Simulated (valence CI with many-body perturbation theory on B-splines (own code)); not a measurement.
Tm²⁰⁺ in brief

Calculated by relativistic CI+MBPT: three valence electrons over a frozen Dirac-Fock core [Kr] 4d10, a basis of 7 s, 7 p, 7 d, 7 f, 4 g, 2 h functions for each j, with the one-electron correlation potential Σ1 (screened to all orders), the two-electron term Σ2, the three-electron term Σ3, Breit, model QED; selected single and double excitations, second order for the rest, scaled by the run's own slope (own B-spline code, finite nucleus).

No measured levels were compared; by estimate terms of the open shell hold to a few per cent of their energy, and close levels can change places. The list stops below the first excitations out of the core.

Names give the largest LS component (configuration and term), which can be under half, so a name can repeat, a term be missing and a line seem to break the LS rules; names also repeat where a configuration has a term twice.

Rates and lifetimes use the calculated energies. Strong lines usually hold to 10 to 20 %, long lifetimes can be off by a factor of two.

Problem. What is the ground level?

Solution. 4f³ ⁴I°_9/2, composition 89 % 4f³ ⁴I° + 10 % 4f³ ²H°, g = 0.746.

Problem. Where does the other parity begin?

Solution. At 4f²5s ⁴H_7/2, 428700 cm⁻¹.

Problem. How well does LS coupling describe the low levels?

Solution. Among the lowest 20 levels the leading LS term, summed over configurations, holds 75 % on average. For single configurations the figures are 75 % in LS and 70 % in jj coupling. Terms mix most in the J = 3/2 level at 57420 cm⁻¹, where the leading one holds 38 %.

Problem. Name the longest-lived excited levels whose lifetime is computed, and their main decay.

Solution. 4f³ ⁴G°_5/2 at 43952 cm⁻¹ lives 244 ms, mostly by M1 to 4f³ ⁴F°_3/2; 4f³ ⁴F°_7/2 at 39367 cm⁻¹ lives 113 ms, mostly by M1 to 4f³ ⁴I°_9/2; 4f³ ⁴S°_3/2 at 39093 cm⁻¹ lives 110 ms, mostly by M1 to 4f³ ⁴F°_3/2. The lifetime of 4f³ ⁴F°_3/2 is too uncertain to give, and may be longer.

Problem. What is the ionisation energy?

Solution. 527.28 eV; NIST lists 530 ± 30 eV (theoretical).

Problem. How is the term ⁴I° of the ground level split?

Solution. J = 9/2 at 0, J = 11/2 at 10784, J = 13/2 at 20822, J = 15/2 at 30138 cm⁻¹.
